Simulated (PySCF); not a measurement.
## TcF4: one-bond stretch

Computed with UB3LYP in PySCF with Tc def2-SVP with ECP28, F def2-SVP; scalar-relativistic core potentials, no spin–orbit coupling; density-fitted integrals.

Rigid scan from the quartet minimum (Tc–F 1.843 Å (×4); F–Tc–F 90.0° (×4), F–Tc–F 180.0° (×2)). Coordinate: the bond from Tc to the last atom (F) scaled, the rest fixed. Energies in kJ/mol from the minimum.

Question: Predict the curve at 0.92, 0.96, 1.00, 1.05, 1.12, 1.20, 1.35, 1.55, 1.80, 2.20.

Answer: 
```tsv
scale of one bond	E (kJ/mol)	dipole size (D)	⟨S²⟩
0.92	39.8	0.93	3.76
0.96	8.7	0.45	3.76
1.00	0.0	0.00	3.76
1.05	10.1	0.51	3.76
1.12	47.3	1.13	3.76
1.20	105.6	1.74	3.77
1.35	221.4	2.09	3.93
1.55	321.5	–	4.33
1.80	376.6	–	4.54
2.20	405.2	–	4.66
```

Spin contamination is strong at 1.55, 1.80, 2.20, so these points are less reliable.

Open d and f shells are described by one determinant, and the ground state may have another occupation or spin.

The scan took 50 s on 2 threads of a shared Arm Neoverse V1 host; the process peaked at 1.2 GiB.
